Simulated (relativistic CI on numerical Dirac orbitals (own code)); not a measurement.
Computed by Dirac-Coulomb-Breit CI, KLI orbitals optimised for each configuration, a model potential for QED, unscaled Slater integrals (own radial code, finite nucleus).

Configuration list (outside the closed core 1s2): 2s2.2p3, 2s.2p4, 2p5, 2p4.3s, 2p4.3p, 2p4.3d, 2s2.2p2.3s, 2s2.2p2.3p, 2s2.2p2.3d, 2s.2p3.3s, 2s.2p3.3p, 2s.2p3.3d, 2s2.2p2.4s, 2s2.2p2.4p, 2s2.2p2.4d, 2s2.2p2.4f, 2s.2p3.4s, 2s2.2p.3s2, 2s.2p3.4p, 2s.2p3.4d, 2s.2p3.4f, 2s2.2p.3s.3p, 2s2.2p2.5s, 2s2.2p.3s.3d, 2s2.2p2.5p, 2s2.2p.3p2, 2s2.2p2.5d, 2s2.2p2.5f, 2s2.2p2.5g, 2s2.2p.3p.3d, 2s.2p2.3s2, 2s2.2p.3d2, 2s.2p2.3s.3p, 2s.2p2.3s.3d, 2s.2p2.3p2, 2s.2p3.5s. Levels of other configurations are missing.

At this charge energies of transitions that change n are usually good to better than 1 %, and those within a shell (Δn = 0) to a few per cent.

Outline of the computed level scheme of Tb LIX. Lowest level of each configuration: 2s2.2p3 2P°_3/2 at 0.00 eV; 2s.2p4 4P_5/2 at 1044.73 eV; 2p5 2P°_3/2 at 2243.62 eV; 2s2.2p2.3s 4P_1/2 at 6752.28 eV; 2s2.2p2.3p 2P°_1/2 at 6838.75 eV; 2s2.2p2.3d 2D_3/2 at 7156.15 eV; 2s.2p3.3s 4P°_5/2 at 7768.13 eV; 2s.2p3.3p 4P_3/2 at 7865.00 eV.

Some strong electric-dipole decays among the lowest 45 levels: 2s2.2p2.3d 2D_5/2 → 2s2.2p3 2P°_3/2 (8.3e+14 s⁻¹); 2s.2p3.3p 2P_1/2 → 2s2.2p3 2P°_3/2 (4.6e+14 s⁻¹); 2s.2p3.3p 2D_5/2 → 2s2.2p3 2P°_3/2 (3.6e+14 s⁻¹); 2s2.2p2.3d 4F_3/2 → 2s2.2p3 2P°_3/2 (2.5e+14 s⁻¹); 2s2.2p2.3d 2D_3/2 → 2s2.2p3 2P°_3/2 (1.5e+14 s⁻¹); 2s.2p3.3p 4P_3/2 → 2s2.2p3 2P°_3/2 (1.4e+14 s⁻¹); 2s2.2p2.3d 4D_1/2 → 2s2.2p3 2P°_3/2 (1.3e+14 s⁻¹); 2s2.2p2.3s 4P_1/2 → 2s2.2p3 2P°_3/2 (1.2e+14 s⁻¹).

LS names give the leading component of a level, which can be under half, so a name can repeat, a term be missing and a line seem to break the LS rules.
